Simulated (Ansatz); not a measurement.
Ideal-gas functions of AgBrF$_{3}$P, SMILES `F[P+](F)(F)[Ag-][Br]` at 600 K and 1 bar, from an Ansatz frequency run at PBE0-D4/def2-TZVP.

Molar mass 275.74 g/mol, point group C3v (symmetry number 3), electronic degeneracy 1, moments of inertia 106.31, 1180.743, 1180.757 u Å². Harmonic wavenumbers (cm⁻¹, unscaled): 45, 45, 157, 157, 168, 279, 359, 359, 507, 925, 943, 944.

Use S(trans) = R[1.5 ln M + 2.5 ln T − 1.1517]; rotational temperatures θ = 24.2544 K / I; S(rot) = R[ln(√π/σ · √(T³/θAθBθC)) + 1.5]; for each mode x = 1.438777 ν̃/T, S = R[x/(eˣ − 1) − ln(1 − e⁻ˣ)] and H = RT x/(eˣ − 1); 1 cm⁻¹ = 0.0119627 kJ/mol; R = 8.31446 J/(mol·K).

Problem. By hand: the entropy, in J/(mol·K).

Solution. Translation 193.5. Rotation: θ = 0.2281, 0.0205, 0.0205 K, giving 126.3. Vibration, mode by mode: 26.83, 26.83, 16.49, 16.49, 15.93, 11.81, 9.81, 9.81, 7.18, 3.21, 3.10, 3.10, in all 150.6. Electronic 0.0. Sum 470.4 J/(mol·K).

Problem. By hand: H − E and G − E in kJ/mol, counted from the electronic energy.

Solution. Zero-point energy ½ × 4888 × 0.0119627 = 29.2; thermal vibration 38.0; translation, rotation and pV give 4 RT = 20.0. H − E = 87.2 kJ/mol, and G − E = 87.2 − 600 × 470.4/1000 = -195.0 kJ/mol.

Vibration gives 32 % of the entropy, 53.7 J/(mol·K) of it from the modes under 150 cm⁻¹: soft modes count most, and the harmonic formula is weakest for them. The sum counts one conformer and one mirror image; others add a mixing term.
